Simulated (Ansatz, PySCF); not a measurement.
Gas-phase reaction (SMILES): O[Si](O)(O)O [silicic acid] -> O[Si](O)O + [OH] (HO); the O-Si bond at the site shown breaks (other sites are not compared here).

Each molecule is optimised on its own at B3LYP-D3(BJ)/def2-TZVP (Ansatz, a program for electronic structure), one conformer each, not searched for the lowest. Valence correlation only, unless marked. UHF or UKS for open shells. No spin-orbit coupling. No relativistic terms. Basis-set limits of correlation are two-point, X^-3; Hartree-Fock from the larger set. [CCSD(T)-MP2]/basis is that difference in the basis named. Thermal terms are rigid-rotor harmonic-oscillator values from B3LYP-D3(BJ) frequencies (Ansatz or PySCF) at 298.15 K and 1 atm. 1 Eh = 627.5095 kcal/mol.

```
species       E, RI-MP2/CBS(aug-cc-pV(T+d)Z,aug-cc-pV(Q+d)Z)+[CCSD(T)-MP2]/aug-cc-pV(T+d)Z (Ansatz) (Eh)  E, wB97M-V/def2-TZVPD (Ansatz) (Eh)  H - E (Eh)
------------  ------------------------------------------------------------------------------------------  -----------------------------------  ----------
O[Si](O)(O)O                                                                                  -592.40587                           -593.06838     0.06559
O[Si](O)O                                                                                     -516.50318                           -517.10338     0.04851
[OH] (HO)                                                                                      -75.67691                            -75.74240     0.01169
```

Q: Work out ΔE and ΔH at 298.15 K at the first level, then ΔH at the second.

A: 
1. ΔE = [(-516.50318) + (-75.67691)] - [(-592.40587)] = 0.22578 Eh = 141.7 kcal/mol at RI-MP2/CBS(aug-cc-pV(T+d)Z,aug-cc-pV(Q+d)Z)+[CCSD(T)-MP2]/aug-cc-pV(T+d)Z.
2. The terms H - E add up to -0.00539 Eh, so ΔH = (0.22578 + (-0.00539))×627.5095 = 138.3 kcal/mol.
3. At wB97M-V/def2-TZVPD the same steps give ΔE = 139.7 and ΔH = 136.3 kcal/mol, a shift of -2.0 from the first level.
4. These values are not checked against measurement here, since the tables used lack a sound gas-phase enthalpy of formation for at least one species.
